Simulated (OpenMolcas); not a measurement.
# Nb3+: moving or changing the point charges

Nb3+ among 8 point charges of -1.2 e arranged as a cube (Oh), 2.22 Å from the ion.
```
   1.2817    1.2817    1.2817  -1.20
   1.2817    1.2817   -1.2817  -1.20
   1.2817   -1.2817    1.2817  -1.20
   1.2817   -1.2817   -1.2817  -1.20
  -1.2817    1.2817    1.2817  -1.20
  -1.2817    1.2817   -1.2817  -1.20
  -1.2817   -1.2817    1.2817  -1.20
  -1.2817   -1.2817   -1.2817  -1.20
```

| Item | Value |
| --- | --- |
| Program | OpenMolcas |
| Method | CASSCF |
| Basis | ANO-RCC-VTZP [7s6p4d2f1g] |
| Scalar Hamiltonian | DKH2, point nucleus |
| Active space | 2 electrons in 5 orbitals (4d) |
| State averaging | 2S+1 = 3 even, 10 roots; 2S+1 = 1 even, 15 roots |
| Spin-orbit coupling | RASSI with atomic mean-field integrals over the reference wave functions |

Runs around this geometry, states (labels of O, the rotations of Oh). Energies in cm-1 above the lowest state or level, χT in cm3 K/mol; 10Dq and B are least-squares fits to the states below 45000 cm-1, weighted by degeneracy, with a free offset, and given where the rms deviation is under 5 % of |10Dq| (or 100 cm-1) and under 700 cm-1; 10Dq is negative for this site.

```json
{"R (Å)": "2.22", "q (e)": "-0.78", "Ground state": "3A2", "First state of that spin": "3T2 4044", "10Dq": "-4173", "B (rms of fit)": "755 (62)", "First gap with spin-orbit (degeneracies)": "3924 (3, 2)", "χT at 300 K": "0.594", "First state of another spin": "1E 11257"}
{"R (Å)": "2.12", "q (e)": "-1.2", "Ground state": "3A2", "First state of that spin": "3T2 7584", "10Dq": "", "B (rms of fit)": "", "First gap with spin-orbit (degeneracies)": "7385 (3, 1)", "χT at 300 K": "0.777", "First state of another spin": "1E 10933"}
{"R (Å)": "2.22", "q (e)": "-1.2", "Ground state": "3A2", "First state of that spin": "3T2 6118", "10Dq": "", "B (rms of fit)": "", "First gap with spin-orbit (degeneracies)": "5949 (3, 1)", "χT at 300 K": "0.719", "First state of another spin": "1E 11244"}
{"R (Å)": "2.35", "q (e)": "-1.2", "Ground state": "3A2", "First state of that spin": "3T2 4670", "10Dq": "-4847", "B (rms of fit)": "755 (77)", "First gap with spin-orbit (degeneracies)": "4546 (3, 1)", "χT at 300 K": "0.641", "First state of another spin": "1E 11310"}
```

Taking the first state of the same spin as R^-n, n = -ln(4670 / 7584) / ln(2.35 / 2.12) = 4.7 between the shortest and longest distance.

Scaling the charges by -0.78 / -1.2 = 0.65 scales the first state of the same spin by 4044 / 6118 = 0.66; with fixed orbitals a first-order splitting would follow the charge.

Without dynamic correlation the repulsion within the d shell is too large (B by tens of per cent), so at a given field states of lower spin stand too high. Point charges carry no covalency, so the field is a model and not that of real ligands. No measured value stands beside these numbers.
